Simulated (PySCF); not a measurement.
**Gas-phase XPS of AsAs3SSSe nortricyclane, computed**

AsAs3SSSe nortricyclane, As4S2Se.
Bonds: As1–S2, As1–S5, As1–Se7, S2–As3, As3–As4, As3–As6, As4–S5, As4–As6, As6–Se7.

Theory: PySCF, delta-SCF UKS SCAN, pcX-2 on the ionised atom, pcseg-1 elsewhere, spin-free X2C. Vertical ΔSCF values, vacuum level as zero.

What binding energy does each computed site have?

| atom(s) | environment | level | binding energy (eV) | count |
| --- | --- | --- | --- | --- |
| S2/S5 | sulfur bonded to 2 As | S 1s | 2476.70 | 2 |

Which photon wavelength matches the S 1s of S2/S5 threshold?

λ = hc/E = 12398.42 eV Å / 2476.70 eV = 5.006 Å.

Express the binding energy of S 1s of S2/S5 in atomic units and per mole.

2476.70 eV = 91.0170 Eh = 238965 kJ/mol.

Atoms equivalent by their bonding share one computed value, that of the first of them. Not every level is listed. No level of arsenic or selenium is listed. Isolated species at its PBE0-D3(BJ)/def2-SVP geometry (one conformer only).

Hardware: one thread of an Arm Neoverse V1, no GPU, shared host with 64 logical CPUs at a one-minute load of 29. Cost: 18 s wall, 0.54 GiB resident at most.
